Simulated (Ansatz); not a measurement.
Breaking the Si1–Cl2 bond in ClH3Si (SMILES [SiH3]Cl) (multiplicity 1 held, fragments rigid). Energies count from the point at 2.066 Å.
Geometry at that point (charge 0, multiplicity 1):
```xyz
5

Si    -0.99094    -0.03421    -0.02691
Cl     1.07340     0.03706     0.02915
H     -1.39746    -1.01153    -1.05530
H     -1.49637     1.31045    -0.36517
H     -1.48086    -0.44996     1.30167
```

Restricted levels (R-, RO-) in cc, def2 and unpolarised 6-31G sets keep to the state of the molecule at rest. Active spaces are followed from a long bond inwards. Levels need not reach the same state.

Cores are frozen in the correlated methods.

The values were computed with Ansatz (Gaussian basis) for Hartree–Fock, density functionals and correlated methods. Values without a source in brackets are computed.

Energies in kcal/mol.

| R (Å) | R-MP2/cc-pV(D+d)Z | R-CCSDT/cc-pV(D+d)Z | SC-NEVPT2 on CASSCF(6,4)/cc-pV(D+d)Z | FIC-MRCISD+Q on CASSCF(6,4)/cc-pV(D+d)Z |
|---|---|---|---|---|
| 1.653 | 73.4 | 74.7 | 73.7 | 74.6 |
| 1.860 | 12.9 | 13.6 | 12.9 | 13.6 |
| 2.066 | 0.0 | 0.0 | 0.0 | 0.0 |
| 2.273 | 7.0 | 6.3 | 6.6 | 6.2 |
| 2.480 | 21.6 | 20.1 | 17.0 | 20.0 |
| 2.790 | ___ | 43.3 | 40.5 | 43.0 |
| 3.099 | 69.1 | 63.7 | 61.3 | 63.2 |
| 3.616 | 98.7 | 86.8 | 85.3 | 85.9 |
| 4.133 | ___ | 97.1 | 95.7 | 95.5 |
| 4.753 | ___ | 100.2 | 100.0 | 98.4 |
| 5.579 | 136.2 | 100.6 | 100.6 | 99.0 |
| 6.612 | 129.9 | 100.6 | 101.6 | 99.1 |

Q: Complete the blanks.

A: 
- 4.133, R-MP2/cc-pV(D+d)Z: 118.7
- 2.790, R-MP2/cc-pV(D+d)Z: 46.4
- 4.753, R-MP2/cc-pV(D+d)Z: 132.0

Doubts at one or more of the structures used: a restricted determinant that unrestricted orbitals would lower (R-MP2/cc-pV(D+d)Z, R-CCSDT/cc-pV(D+d)Z); T1 above 0.05 (R-CCSDT/cc-pV(D+d)Z); other coupled-cluster roots lie near (R-CCSDT/cc-pV(D+d)Z); active orbitals that take no part (SC-NEVPT2 on CASSCF(6,4)/cc-pV(D+d)Z, FIC-MRCISD+Q on CASSCF(6,4)/cc-pV(D+d)Z).

Ansatz is an electronic-structure program.
